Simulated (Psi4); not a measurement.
ethylene (C$_{2}$H$_{4}$), singlet, geometry from GFN2-xTB, with bond 3-1 at 1.6 times its length; CAM-B3LYP/def2-SV(P) in Psi4.

The Psi4 input:
```
memory 2 GB

molecule {
0 1
C    -0.01328681   -0.00656652    0.65800535
C     0.01328681    0.00656652   -0.65800535
H    -0.02546231    1.44664622    1.58635293
H    -0.02873771   -0.92622134    1.21982272
H     0.02873771    0.92622134   -1.21982272
H     0.02089650   -0.90169144   -1.23822259
}

set {
  basis def2-sv(p)
  cholesky_tolerance 1e-3
  scf_type cd
}

energy('cam-b3lyp')
print_variables()
```

Q: Write the output that Psi4 gives for this input, abridged.

A: 
```
   => Loading Basis Set <=

    Name: DEF2-SV(P)
    Role: ORBITAL
    Keyword: BASIS

Traceback (most recent call last):
  File "psi4", line 375, in <module>
  File "<string>", line 28, in <module>
  File "site-packages/psi4/driver/driver.py", line 533, in energy
  File "site-packages/psi4/driver/procrouting/proc.py", line 2760, in run_scf
  File "site-packages/psi4/driver/procrouting/proc.py", line 1939, in scf_helper
  File "site-packages/psi4/driver/procrouting/proc.py", line 1433, in scf_wavefunction_factory
  File "site-packages/psi4/driver/procrouting/proc.py", line 1397, in build_functional_and_disp
  File "site-packages/psi4/driver/procrouting/dft/superfunctionals.py", line 135, in build_superfunctional

psi4.driver.p4util.exceptions.ValidationError: SCF: SCF_TYPE (CD) not supported for range-separated functionals, plese use SCF_TYPE = 'DF' to automatically select the correct JK build.

Printing out the relevant lines from the Psithon --> Python processed input file:
    """)
    core.IO.set_default_namespace("")
    core.set_global_option("BASIS", "def2-sv(p)")
    core.set_global_option("CHOLESKY_TOLERANCE", 1e-3)
    core.set_global_option("SCF_TYPE", "cd")
--> energy('cam-b3lyp')
    print_variables()

!----------------------------------------------------------------------------------!
!                                                                                  !
!  SCF: SCF_TYPE (CD) not supported for range-separated functionals, plese use     !
!     SCF_TYPE = 'DF' to automatically select the correct JK build.                !
!                                                                                  !
!----------------------------------------------------------------------------------!
```

The input was rejected before any calculation.
